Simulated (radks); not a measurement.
Q: The mean radii <r> (bohr) of the occupied orbitals of an atom or ion are listed with their occupations. All-electron calculation, Dirac Kohn-Sham, LDA (Slater exchange, Perdew-Wang correlation), spin-unpolarised, spherical densities, finite nucleus; Fermi nuclear charge, rms radius of each element as measured or else 0.836 A^(1/3) + 0.57 fm. Program: a radial shooting solver on a logarithmic mesh with Libxc functionals.

orbital  occ.      <r>
1s1/2       2  0.04556
2s1/2       2   0.2028
2p1/2       2   0.1748
2p3/2       4   0.1785
3s1/2       2   0.5993
3p1/2       2   0.6105
3p3/2       4   0.6212
3d3/2       4   0.6736
3d5/2       6   0.6783
4s1/2       1    1.852
4p1/2       2    2.242
4p3/2       1    2.279

Name the element and its charge. Open shells, if any, fill j = l - 1/2 first.

A: Z = 33, arsenic, charge +1: As+ in [Ar] 3d10 4s1 4p3. The 1s radius gives Z: for a bare nucleus <r> = (2 gamma + 1)/(2Z) with gamma = sqrt(1 - (Z/c)^2), 0.04456 bohr for Z = 33, and screening makes it slightly larger (0.04556 here). The occupations add up to 32, and the charge is Z minus that.
